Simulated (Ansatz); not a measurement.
`F[SiH](Cl)[SiH2][SiH3]` + CH₃SH → `CS[SiH](F)Cl` + `[SiH3][SiH3]`  (cleavage of the Si–Si bond)

Computed with Ansatz on PBE0-D4/def2-TZVP structures; ΔE is electronic, products minus reactants. CBS: MP2 limit from def2 TZ/QZ plus the TZ coupled-cluster correction, frozen cores. This one scheme is used for every species. DFT in def2-TZVPP. B3LYP here is the variant with VWN-RPA as its local correlation; programs differ in this. One conformer a species, not always the lowest.

```tsv
level	ΔE (kJ/mol)	difference from CCSD(T)/CBS
PBE-D4	-58.7	9.1
r2SCAN-D4	-67.4	0.4
PBE0-D4	-61.4	6.4
B3LYP-D4	-65.5	2.3
ωB97X-V	-66.1	1.7
ωB97M-V	-71.4	-3.6
B2PLYP	-67.9	-0.1
PBE	-57.1	10.7
r2SCAN	-67.3	0.5
PBE0	-60.3	7.5
B3LYP	-62.9	4.9
HF/def2-TZVPP	-69.8	-2.0
MP2/def2-TZVPP	-75.3	-7.5
SCS-MP2/def2-TZVPP	-72.5	-4.7
CCSD/def2-TZVPP	-65.6	2.2
CCSD(T)/def2-TZVPP	-66.4	1.4
HF/def2-QZVPP	-69.7	-1.9
MP2/def2-QZVPP	-76.0	-8.2
SCS-MP2/def2-QZVPP	-73.3	-5.5
HF/CBS(def2)	-69.7	-1.9
MP2/CBS(def2)	-76.7	-8.9
CCSD/CBS(def2)	-67.1	0.7
CCSD(T)/CBS	-67.8	0
```

Largest T1 diagnostic among the species: 0.013.

From PBE to PBE0 (25 % exact exchange), in def2-TZVPP and without D4, ΔE moves by −3.2 kJ/mol.
